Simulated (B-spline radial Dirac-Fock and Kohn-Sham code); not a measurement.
Model: the Dirac equation of a negative muon with reduced mass in the field of a spherical finite nucleus, with the Uehling potential to all orders; nuclear polarisation, deformation, hyperfine structure, self-energy, higher-order vacuum polarisation, relativistic recoil and electron screening are left out. Program: a radial atomic solver. The nuclear charge is a Fermi distribution (skin thickness 2.3 fm).

Q: A muonic atom of atomic mass 133.90 u emits these computed lines: 2p3/2 → 1s1/2 3991 keV, 3d5/2 → 2p3/2 1227 keV, 4f7/2 → 3d5/2 433.9 keV, 5g9/2 → 4f7/2 199.9 keV. Which element is it, and what rms charge radius was used?

A: Barium (Z = 56, nuclide ¹³⁴Ba); the high transitions hardly feel the nucleus and fix Z. The 2p → 1s line lies 2999 keV below the value for a point nucleus without QED, which for this nuclear model gives a radius near 4.83 fm (4.8322 fm was used).
